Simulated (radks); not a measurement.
Polarisability of neutral gadolinium, [Xe] 4f7 5d1 6s2, at imaginary frequency. Method: non-relativistic Kohn-Sham, LDA (Slater exchange, Perdew-Wang correlation), spin-unpolarised, spherical densities, point nucleus; relativity is left out, which matters for an element this heavy; computed with a radial shooting solver on a logarithmic mesh with Libxc functionals. Response by self-consistent Sternheimer equations with the Hartree and adiabatic LDA kernel.

w (hartree)  alpha1(iw) (bohr^3)
0.00266                    164.5
0.0143                     162.3
0.0360                     150.8
0.0697                     123.4
0.118                      86.00
0.186                      53.54
0.280                      32.07
0.413                      19.38
0.605                      11.96
0.892                      7.391
1.35                       4.381
2.12                       2.364
3.59                       1.108
6.94                      0.4147
17.5                     0.09482

Static values: alpha1 = 164.6 bohr^3 (24.40 angstrom^3; uncoupled 337.6). C6 = 2630, triple-dipole C9 = 310000 atomic units. One-pole (London) frequency 4 C6 / (3 alpha1^2) = 0.129 hartree, against 0.127 for minus the highest occupied eigenvalue. The dipole shielding factor is 1.000, as the force sum rule N/Z = 1.000 demands. Recommended static value: 158 bohr^3 (Schwerdtfeger and Nagle, 2023 table).

Beside tabulated values, note that spin-unpolarised runs miss the spin-polarisation part of the exchange energy of open shells.
